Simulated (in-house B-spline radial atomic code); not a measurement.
F⁻. Computed with a B-spline radial atomic code. Model: all-electron spherical atom, spin shells full or empty, radial basis limit, no spin-orbit coupling: exact exchange with a local potential (Slater, KLI or optimised effective potential, whose far tail is KLI's), no correlation.

Anion configuration assumed.

Exchange potential has not reached -1/r at the last radius.

The run also made RPA and GW results, which its time includes.

The Slater potential averages the orbital exchange potentials with the orbital densities as weights, KLI adds orbital constants, and the optimised effective potential minimises the exact-exchange energy among local potentials. So their energies lie above Hartree-Fock in the order OEP, KLI, Slater. All fall off as −1/r, unlike LDA and GGA exchange.

Command:
```bash
python run_gw.py task.json out
```
Settings (lengths in bohr, energies in hartree):
```
Z                      9
electrons              10
configuration          [He] 2s2 2p6
hamiltonian            nr
method                 slater
lmax                   9
spin_polarised         False
box_radius             60
intervals              73
```

Run time, properties included: 1.6 s on 1 thread of Intel(R) Xeon(R) Platinum 8488C (Sapphire Rapids), on a shared host.

Given: hamiltonian non-relativistic; mean-field start Slater potential.

Computed: energy above Hartree-Fock 49.161 millihartree; virial ratio -E/T less 1 -0.027425.

| radius (bohr) | r times exchange potential (hartree bohr) |
| --- | --- |
| 0.00556 | -0.049106 |
| 0.00674 | -0.059485 |
| 0.00817 | -0.07203 |
| 0.0099 | -0.087157 |
| 0.012 | -0.10542 |
| 0.0146 | -0.12786 |
| 0.0177 | -0.15434 |
| 0.0214 | -0.18549 |
| 0.026 | -0.22342 |
| 0.0315 | -0.26749 |
| 0.0382 | -0.31912 |
| 0.0463 | -0.37828 |
| 0.0561 | -0.44487 |
| 0.068 | -0.51827 |
| 0.0825 | ? |
| 0.1 | -0.67666 |
| 0.121 | -0.75279 |
| 0.147 | -0.82108 |
| 0.178 | -0.87024 |
| 0.216 | -0.88874 |
| 0.262 | -0.85977 |
| 0.318 | -0.78828 |
| 0.385 | -0.74363 |
| 0.467 | -0.78922 |
| 0.567 | -0.90492 |
| 0.687 | -1.042 |
| 0.833 | ? |
| 1.01 | -1.2696 |
| 1.23 | -1.3281 |
| 1.49 | -1.3413 |
| 1.8 | -1.3179 |
| 2.18 | -1.2687 |
| 2.65 | -1.2063 |
| 3.21 | -1.1459 |
| 3.89 | -1.0955 |
| 4.72 | -1.0586 |
| 5.72 | -1.0348 |

Q: What belongs in the row 0.0825?

A: r times exchange potential (hartree bohr): -0.59684.

Q: What belongs in the row 0.833?

A: r times exchange potential (hartree bohr): -1.1705.

| occupied | level (hartree) | Hartree-Fock level (hartree) |
| --- | --- | --- |
| 1s | -25.173 | -25.83 |
| 2s | -0.88301 | -1.0746 |
| 2p | -0.21666 | -0.18099 |

The highest level, 2p, differs from Hartree-Fock by -0.97 eV and the deepest, 1s, by +17.9 eV: the Slater potential lacks the response part and is deeper than the optimised one throughout, so the top level comes too deep.
